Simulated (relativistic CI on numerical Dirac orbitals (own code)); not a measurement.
**Level scheme of Er XXV**

Calculated at this level of theory: Dirac-Coulomb-Breit CI, orbitals from a KLI potential per configuration, a model potential for QED, unscaled Slater integrals (own radial code, finite nucleus).

Configurations in the expansion (outside the closed core [Ar] 3d10): 4s²4p⁶4d⁸, 4s²4p⁵4d⁹, 4s²4p⁶4d⁷4f, 4s4p⁶4d⁹, 4s²4p⁵4d⁸4f, 4s²4p⁶4d⁷5s, 4s4p⁶4d⁸4f, 4s²4p⁶4d⁷5p, 4s²4p⁶4d⁶4f5s, 4s²4p⁶4d⁷5d, 4s²4p⁵4d⁸5s, 4s²4p⁶4d⁶5s5p, 4s²4p⁶4d⁷5f, 4s²4p⁶4d⁷6s, 4s²4p⁶4d⁷6p, 4s4p⁶4d⁷4f5s, 4s²4p⁵4d⁸5d, 4p⁶4d⁹4f, 4s4p⁶4d⁸5s, 4s²4p⁶4d⁷6f, 4s4p⁶4d⁸5p, 4s²4p⁶4d⁷7p, 4s4p⁶4d⁷5s5p, 4p⁶4d¹⁰, 4p⁵4d¹⁰4f, 4s²4p⁶4d⁶5s², 4s²4p⁶4d⁵4f5s², 4s²4p⁵4d⁶4f5s², 4s4p⁶4d⁶4f5s², 4p⁶4d⁹5s, 4p⁵4d¹⁰5s, 4p⁵4d⁹4f5s. Double excitations out of closed p, d and f shells are left out; levels of such configurations are missing from the list, as are those of other unlisted configurations, and high levels can miss mixing partners. These lack a partner that the ground configuration has and come out too high: 4s²4p⁵4d⁸5d.

The lowest level is 4s²4p⁶4d⁸ ³F4, with 91 % of that term; Hund's rules for 4s²4p⁶4d⁸ give ³F with J = 4, in agreement.

| No. | Configuration | Term | J | E (cm⁻¹) | % | Next component (%) | Lifetime (s) | jj configuration (%) |
| --- | --- | --- | --- | --- | --- | --- | --- | --- |
| 1 | 4s²4p⁶4d⁸ | ³F | 4 | 0 | 91 | 8 ¹G |  | 4d5/2^4 (96) |
| 2 | 4s²4p⁶4d⁸ | ¹D | 2 | 26329 | 50 | 37 ³P | 4.81e+01 | 4d5/2^4 (98) |
| 3 | 4s²4p⁶4d⁸ | ³F | 3 | 75795 | 99 | 1 4s²4p⁵4d⁸4f ³F | 9.29e-05 | 4d3/2^3 4d5/2^5 (99) |
| 4 | 4s²4p⁶4d⁸ | ³P | 0 | 77795 | 69 | 31 ¹S | 3.34e-01 | 4d5/2^4 (91) |
| 5 | 4s²4p⁶4d⁸ | ³P | 2 | 101234 | 51 | 39 ³F | 1.63e-04 | 4d3/2^3 4d5/2^5 (94) |
| 6 | 4s²4p⁶4d⁸ | ³P | 1 | 114977 | 99 | 1 4s²4p⁵4d⁸4f ³P | 1.56e-04 | 4d3/2^3 4d5/2^5 (99) |
| 7 | 4s²4p⁶4d⁸ | ¹G | 4 | 119319 | 91 | 8 ³F | 2.24e-04 | 4d3/2^3 4d5/2^5 (96) |
| 8 | 4s²4p⁶4d⁸ | ³F | 2 | 172848 | 47 | 41 ¹D | 4.96e-05 | 4d3/2^2 4d5/2^6 (95) |
| 9 | 4s²4p⁶4d⁸ | ¹S | 0 | 252815 | 69 | 30 ³P | 2.29e-05 | 4d3/2^2 4d5/2^6 (91) |
| 10 | 4s²4p⁵4d⁹ | ¹D° | 2 | 1210470 | 48 | 25 ³P° | 3.38e-11 | 4p3/2^3 4d5/2^5 (79) |
| 11 | 4s²4p⁵4d⁹ | ³F° | 4 | 1211021 | 89 | 10 4s²4p⁶4d⁷4f ³F° | 6.94e-11 | 4p3/2^3 4d5/2^5 (89) |
| 12 | 4s²4p⁵4d⁹ | ³D° | 3 | 1222121 | 58 | 25 4s²4p⁶4d⁷4f ³D° | 2.38e-11 | 4p3/2^3 4d5/2^5 (64) |
| 13 | 4s²4p⁵4d⁹ | ³P° | 1 | 1284309 | 44 | 26 ¹P° | 2.69e-11 | 4p3/2^3 4d5/2^5 (65) |
| 14 | 4s²4p⁵4d⁹ | ³D° | 2 | 1288360 | 44 | 20 4s²4p⁶4d⁷4f ³D° | 2.97e-11 | 4p3/2^3 4d3/2^3 4d5/2^6 (73) |
| 15 | 4s²4p⁶4d⁷4f | ⁵G° | 5 | 1306496 | 53 | 17 ³G° | 2.05e-09 | 4d5/2^3 4f5/2 (67) |
| 16 | 4s²4p⁶4d⁷4f | ⁵G° | 4 | 1309583 | 34 | 23 ³G° | 1.75e-09 | 4d5/2^3 4f5/2 (87) |
| 17 | 4s²4p⁵4d⁹ | ³D° | 1 | 1311618 | 39 | 22 ³P° | 2.82e-11 | 4p3/2^3 4d3/2^3 4d5/2^6 (66) |
| 18 | 4s²4p⁶4d⁷4f | ⁵G° | 6 | 1313615 | 69 | 14 ⁵H° | 6.45e-05 | 4d5/2^3 4f7/2 (53) |
| 19 | 4s²4p⁵4d⁹ | ³P° | 0 | 1319849 | 78 | 20 4s²4p⁶4d⁷4f ³P° | 2.80e-11 | 4p3/2^3 4d3/2^3 4d5/2^6 (78) |
| 20 | 4s²4p⁶4d⁷4f | ⁵S° | 2 | 1326022 | 33 | 26 ⁵P° | 1.51e-09 | 4d5/2^3 4f5/2 (80) |
| 21 | 4s²4p⁶4d⁷4f | ⁵F° | 3 | 1327908 | 23 | 23 ³F° | 4.34e-10 | 4d5/2^3 4f5/2 (61) |
| 22 | 4s²4p⁶4d⁷4f | ³F° | 2 | 1332909 | 45 | 26 ⁵G° | 1.32e-09 | 4d5/2^3 4f5/2 (80) |
| 23 | 4s²4p⁵4d⁹ | ³F° | 3 | 1334127 | 45 | 24 ¹F° | 2.83e-11 | 4p3/2^3 4d3/2^3 4d5/2^6 (65) |
| 24 | 4s²4p⁶4d⁷4f | ⁵H° | 7 | 1338372 | 41 | 23 ⁵I° | 1.55e-02 | 4d5/2^3 4f5/2 (58) |
| 25 | 4s²4p⁶4d⁷4f | ³G° | 4 | 1344165 | 28 | 22 ⁵F° | 2.87e-10 | 4d5/2^3 4f5/2 (65) |
| 26 | 4s²4p⁶4d⁷4f | ⁵I° | 8 | 1346157 | 68 | 28 ³K° | 1.78e-01 | 4d5/2^3 4f7/2 (95) |
| 27 | 4s²4p⁶4d⁷4f | ³F° | 3 | 1349313 | 37 | 20 ⁵D° | 2.33e-10 | 4d5/2^3 4f5/2 (63) |
| 28 | 4s²4p⁶4d⁷4f | ³H° | 6 | 1350955 | 34 | 18 ³I° | 1.07e-04 | 4d5/2^3 4f5/2 (63) |
| 29 | 4s²4p⁶4d⁷4f | ³D° | 1 | 1352843 | 52 | 18 ⁵D° | 1.17e-10 | 4d5/2^3 4f5/2 (75) |
| 30 | 4s²4p⁶4d⁷4f | ³D° | 2 | 1353335 | 32 | 17 ³P° | 2.60e-10 | 4d5/2^3 4f7/2 (83) |
| 31 | 4s²4p⁶4d⁷4f | ⁵F° | 5 | 1358762 | 42 | 35 ³G° | 1.10e-08 | 4d5/2^3 4f7/2 (69) |
| 32 | 4s²4p⁶4d⁷4f | ³I° | 7 | 1360330 | 34 | 29 ⁵H° | 3.16e-03 | 4d5/2^3 4f7/2 (54) |
| 33 | 4s²4p⁶4d⁷4f | ⁵P° | 3 | 1366240 | 31 | 19 ⁵D° | 5.47e-11 | 4d5/2^3 4f7/2 (44) |
| 34 | 4s²4p⁶4d⁷4f | ⁵D° | 0 | 1366845 | 63 | 33 ³P° | 6.67e-10 | 4d5/2^3 4f5/2 (79) |
| 35 | 4s²4p⁶4d⁷4f | ³F° | 4 | 1370736 | 28 | 21 ⁵D° | 9.69e-09 | 4d5/2^3 4f7/2 (47) |
| 36 | 4s²4p⁶4d⁷4f | ⁵D° | 2 | 1372270 | 44 | 17 ³D° | 1.39e-10 | 4d3/2^3 4d5/2^4 4f5/2 (44) |
| 37 | 4s²4p⁶4d⁷4f | ⁵G° | 3 | 1376182 | 43 | 16 ³G° | 1.52e-09 | 4d3/2^3 4d5/2^4 4f5/2 (74) |
| 38 | 4s²4p⁶4d⁷4f | ⁵D° | 1 | 1378445 | 46 | 22 ³P° | 1.88e-10 | 4d5/2^3 4f5/2 (46) |
| 39 | 4s²4p⁶4d⁷4f | ³F° | 3 | 1383262 | 27 | 17 ⁵G° | 4.04e-10 | 4d5/2^3 4f5/2 (70) |
| 40 | 4s²4p⁶4d⁷4f | ⁵H° | 5 | 1385175 | 50 | 10 ³H° | 1.07e-10 | 4d3/2^3 4d5/2^4 4f5/2 (53) |
| 41 | 4s²4p⁶4d⁷4f | ⁵G° | 4 | 1386498 | 23 | 20 ⁵D° | 1.35e-10 | 4d3/2^3 4d5/2^4 4f5/2 (46) |
| 42 | 4s²4p⁶4d⁷4f | ³F° | 4 | 1391087 | 39 | 16 ⁵G° | 1.41e-10 | 4d3/2^3 4d5/2^4 4f5/2 (34) |
| 43 | 4s²4p⁶4d⁷4f | ³D° | 2 | 1393503 | 33 | 23 ⁵F° | 4.05e-10 | 4d3/2^3 4d5/2^4 4f5/2 (61) |
| 44 | 4s²4p⁶4d⁷4f | ³H° | 5 | 1394604 | 35 | 23 ⁵I° | 2.56e-10 | 4d5/2^3 4f5/2 (60) |
| 45 | 4s²4p⁶4d⁷4f | ⁵D° | 1 | 1397067 | 32 | 27 ³P° | 1.41e-10 | 4d3/2^3 4d5/2^4 4f5/2 (50) |
| 46 | 4s²4p⁶4d⁷4f | ⁵G° | 6 | 1397657 | 33 | 31 ³H° | 4.96e-04 | 4d5/2^3 4f7/2 (67) |
| 47 | 4s²4p⁶4d⁷4f | ³F° | 4 | 1399377 | 21 | 17 ⁵D° | 4.63e-09 | 4d5/2^3 4f7/2 (36) |
| 48 | 4s²4p⁶4d⁷4f | ³G° | 3 | 1401863 | 29 | 28 ⁵H° | 3.71e-10 | 4d3/2^3 4d5/2^4 4f5/2 (63) |
| 49 | 4s²4p⁶4d⁷4f | ³P° | 2 | 1404744 | 20 | 19 ³D° | 6.03e-10 | 4d3/2^3 4d5/2^4 4f5/2 (53) |
| 50 | 4s²4p⁶4d⁷4f | ³F° | 4 | 1406605 | 19 | 18 ⁵D° | 8.06e-10 | 4d5/2^3 4f7/2 (44) |
| 51 | 4s²4p⁶4d⁷4f | ⁵H° | 6 | 1406666 | 35 | 33 ³H° | 1.48e-04 | 4d3/2^3 4d5/2^4 4f7/2 (68) |
| 52 | 4s²4p⁶4d⁷4f | ¹D° | 2 | 1407406 | 27 | 16 ³D° | 3.33e-09 | 4d3/2^3 4d5/2^4 4f5/2 (35) |
| 53 | 4s²4p⁶4d⁷4f | ⁵P° | 1 | 1407946 | 27 | 22 ⁵F° | 2.43e-10 | 4d3/2^3 4d5/2^4 4f5/2 (65) |
| 54 | 4s²4p⁶4d⁷4f | ⁵G° | 5 | 1408386 | 29 | 27 ³H° | 5.78e-10 | 4d3/2^3 4d5/2^4 4f7/2 (48) |
| 55 | 4s²4p⁶4d⁷4f | ³F° | 2 | 1409099 | 25 | 18 ⁵D° | 3.45e-09 | 4d3/2^3 4d5/2^4 4f5/2 (55) |
| 56 | 4s²4p⁶4d⁷4f | ⁵F° | 3 | 1410203 | 34 | 24 ⁵D° | 8.10e-10 | 4d3/2^3 4d5/2^4 4f7/2 (56) |
| 57 | 4s²4p⁶4d⁷4f | ⁵D° | 0 | 1412385 | 51 | 38 ³P° | 2.06e-10 | 4d3/2^3 4d5/2^4 4f5/2 (78) |
| 58 | 4s²4p⁶4d⁷4f | ³H° | 4 | 1416818 | 52 | 22 ³F° | 4.15e-09 | 4d3/2^3 4d5/2^4 4f5/2 (72) |
| 59 | 4s²4p⁶4d⁷4f | ⁵I° | 6 | 1418890 | 25 | 17 ⁵G° | 8.00e-05 | 4d3/2^3 4d5/2^4 4f5/2 (76) |
| 60 | 4s²4p⁶4d⁷4f | ³H° | 5 | 1419908 | 22 | 21 ⁵F° | 9.14e-10 | 4d3/2^3 4d5/2^4 4f7/2 (49) |
| 61 | 4s²4p⁶4d⁷4f | ³D° | 2 | 1420322 | 20 | 19 ⁵D° | 1.18e-10 | 4d3/2^3 4d5/2^4 4f5/2 (46) |
| 62 | 4s²4p⁶4d⁷4f | ⁵I° | 7 | 1421349 | 56 | 21 ³L° | 1.36e-04 | 4d3/2^3 4d5/2^4 4f7/2 (50) |
| 63 | 4s²4p⁶4d⁷4f | ³G° | 3 | 1422431 | 31 | 23 ³F° | 1.19e-10 | 4d3/2^3 4d5/2^4 4f5/2 (37) |
| 64 | 4s²4p⁶4d⁷4f | ³G° | 5 | 1424903 | 37 | 35 ³H° | 1.25e-09 | 4d3/2^3 4d5/2^4 4f5/2 (47) |
| 65 | 4s²4p⁶4d⁷4f | ³D° | 3 | 1425352 | 38 | 13 ⁵P° | 2.29e-10 | 4d3/2^3 4d5/2^4 4f7/2 (52) |
| 66 | 4s²4p⁶4d⁷4f | ³G° | 4 | 1425814 | 31 | 20 ³F° | 2.11e-10 | 4d3/2^3 4d5/2^4 4f7/2 (71) |
| 67 | 4s²4p⁶4d⁷4f | ³I° | 6 | 1426384 | 30 | 23 ³K° | 1.42e-04 | 4d3/2^3 4d5/2^4 4f5/2 (75) |
| 68 | 4s²4p⁶4d⁷4f | ³D° | 1 | 1427726 | 60 | 18 ³P° | 3.44e-10 | 4d3/2^3 4d5/2^4 4f7/2 (83) |
| 69 | 4s²4p⁶4d⁷4f | ³L° | 8 | 1431040 | 65 | 17 ³K° | 3.10e-04 | 4d3/2^3 4d5/2^4 4f5/2 (56) |
| 70 | 4s²4p⁶4d⁷4f | ³D° | 3 | 1431426 | 46 | 27 ³G° | 3.15e-10 | 4d3/2^3 4d5/2^4 4f5/2 (65) |

Energies count from the lowest computed level; ° marks odd parity; lifetimes are radiative, by E1, M1, E2, M2, E3 decay to levels of this space only. Filled j subshells are mostly left out of the jj labels.

The mean weight of the leading LS term, summed over parents, in these 70 levels is 44 %, and that of the leading jj configuration (from the same eigenvectors) 66 %, so jj coupling describes them better and the LS labels are nominal.

At this charge energies of transitions that change n are usually good to better than 1 %, and those within a shell (Δn = 0) to a few per cent. Terms inside the open d or f shell come out 10 to 20 % too wide with unscaled integrals.

LS names give the leading component of a level, which can be under half, so a name can repeat, a term be missing and a line seem to break the LS rules.
